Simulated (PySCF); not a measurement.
F₂H₄OSi₂. Atoms are numbered in the order given.

```xyz
9

Si     2.0389     0.5650     0.3238
O      0.4757     0.0675     0.6476
Si    -1.0208    -0.3215     0.1523
F     -0.9465    -1.5240    -0.9182
F     -1.6831     0.9283    -0.6202
H      2.0125     1.9057    -0.3219
H      2.6984    -0.4172    -0.5792
H      2.7660     0.6364     1.6174
H     -1.8691    -0.7133     1.2820
```

Geometry optimised at B3LYP-D3(BJ)/def2-SVP. A frequency run showed that this geometry is not a minimum. One conformer was computed; it need not be the lowest.

Computed with PySCF with PBE/pcSseg-1.

GIAO shieldings, no solvent; atoms alike by connectivity are averaged. δ = σ(ref) − σ: ²⁹Si against TMS (σ = 335.4 ppm); ¹⁷O against H2O (σ = 334.3 ppm); ¹⁹F against CFCl3 (σ = 133.6 ppm); ¹H against TMS (σ = 31.49 ppm), references at their B3LYP-D3(BJ)/def2-TZVP geometries, non-relativistic.

Computed chemical shifts:
```json
[
 {"nucleus": "²⁹Si", "atoms": "Si1", "count": "1", "δ (ppm)": "-36.1"},
 {"nucleus": "²⁹Si", "atoms": "Si3", "count": "1", "δ (ppm)": "-67.0"},
 {"nucleus": "¹⁷O", "atoms": "O2", "count": "1", "δ (ppm)": "58.5"},
 {"nucleus": "¹⁹F", "atoms": "F4, F5", "count": "2", "δ (ppm)": "-159.0"},
 {"nucleus": "¹H", "atoms": "H6, H7, H8", "count": "3", "δ (ppm)": "5.60"},
 {"nucleus": "¹H", "atoms": "H9", "count": "1", "δ (ppm)": "4.90"}
]
```
